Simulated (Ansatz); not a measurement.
CH$_{5}$AsN$_{2}$Si, SMILES `N=C1[SiH2]N[AsH]1`, relaxed with RKS PBE-D4/def2-SVP in Ansatz 0.2.0 from a rough embedded geometry. The force threshold is 0.03 eV/Å; the program also tests the step.

Total charge 0; spin multiplicity 1.

Start:

```xyz
10

N     1.515    1.380    0.838
C     0.740    0.663    0.190
Si    0.348   -1.126    0.062
N    -1.049   -0.926   -1.062
As   -0.712    0.996   -1.134
H     1.605    2.381    0.727
H     1.390   -1.926   -0.521
H    -0.203   -1.701    1.361
H    -1.890   -1.036   -0.511
H    -1.746    1.293    0.050
```

**Question.** By how much does the energy fall, and how many steps does the optimiser take? (Best estimate.)

**Answer.** Ansatz gave: 73.20 kJ/mol, in 11 steps.

**Question.** Which bonds change most? (An estimate is asked.)

**Answer.** The calculation gave: C2–As5 from 1.993 to 2.079 Å; C2–Si3 from 1.836 to 1.919 Å; Si3–H7 from 1.437 to 1.509 Å; N4–As5 from 1.952 to 1.887 Å.

**Question.** Give the relaxed structure. (Estimate.)

**Answer.** Ansatz gave: 
```xyz
10

N     1.678    1.366    0.676
C     0.717    0.695    0.198
Si    0.294   -1.177    0.193
N    -1.002   -0.750   -0.898
As   -0.982    1.137   -0.916
H     1.597    2.385    0.497
H     1.317   -2.142   -0.353
H    -0.101   -1.668    1.568
H    -1.732   -1.290   -1.361
H    -1.785    1.443    0.394
```
